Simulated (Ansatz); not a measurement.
Reaction (redistribution): `NB(S)S` + `[SiH3]C[SeH]` → `SBS` + `NC([SiH3])[SeH]`

Isolated molecules relaxed with PBE0-D4/def2-TZVP in Ansatz; ΔE leaves out vibrations. CCSD(T)/CBS is the MP2 limit (def2-TZVPP, def2-QZVPP) plus CCSD(T) − MP2 in def2-TZVPP, frozen cores. This one scheme is used for every species. DFT in def2-TZVPP. B3LYP here is the variant with VWN-RPA as its local correlation; programs differ in this. For Se outer-core shells are correlated without core-valence functions, which leaves a few kJ/mol of doubt a bond. Scalar relativity is left out up to krypton. Each species was taken in one conformer, which may not be the lowest.

`NB(S)S`:

```xyz
8

N     1.150   -0.331   -0.336
B    -0.174   -0.123    0.060
S    -1.208   -1.579    0.433
S    -0.925    1.526    0.225
H     1.785    0.414   -0.555
H     1.553   -1.248   -0.425
H    -2.328   -0.908    0.738
H     0.147    2.249   -0.139
```

`[SiH3]C[SeH]`:

Z-matrix (Å, degrees):
```
Si
C 1 1.874
H 1 1.490 2 110.5
H 1 1.484 2 109.8 3 120.7
H 1 1.487 2 109.2 3 -119.4
Se 2 1.957 1 111.3 3 177.7
H 2 1.090 1 112.8 3 54.0
H 2 1.092 1 110.1 3 -66.6
H 6 1.470 2 95.5 1 -48.6
```

`SBS`:

Cartesian coordinates in Å:
```
S -0.055 -0.844 1.612
B -0.385 -0.233 -0.030
S 0.714 0.897 -0.872
H 1.109 -0.209 1.841
H -1.387 -0.620 -0.543
H 0.005 1.009 -2.007
```

`NC([SiH3])[SeH]`:

Z-matrix (Å, degrees):
```
C
Si 1 1.890
Se 1 1.979 2 110.7
N 1 1.453 2 114.6 3 -119.6
H 1 1.092 2 111.0 3 117.9
H 2 1.486 1 107.9 3 65.1
H 2 1.488 1 112.4 3 -56.1
H 2 1.491 1 108.8 3 -177.1
H 3 1.471 1 96.1 2 31.8
H 4 1.013 1 111.7 2 44.8
H 4 1.012 1 111.1 2 -76.7
```

```tsv
level	ΔE (kcal/mol)
r2SCAN-D4	42.4
B3LYP	42.2
HF/def2-TZVPP	45.0
HF/def2-QZVPP	45.1
SCS-MP2/def2-QZVPP	43.2
HF/CBS(def2)	45.1
MP2/CBS(def2)	43.9
CCSD/CBS(def2)	43.3
```

(1) What does CCSD(T)/CBS give? (An estimate is asked.)

Largest T1 diagnostic among the species: 0.014.

## Answers

(1) Ansatz gave: +42.6 kcal/mol. The listed levels differ from it by -0.2, -0.4, 2.4, 2.5, 0.6, 2.5, 1.3, 0.7 kcal/mol.

In def2-TZVPP, CCSD(T) changes the Hartree–Fock value by −2.8 kcal/mol (the triples alone add −0.7 kcal/mol) and MP2 by −1.5 kcal/mol. From PBE to PBE0 (25 % exact exchange), in def2-TZVPP and without D4, ΔE moves by +2.0 kcal/mol.
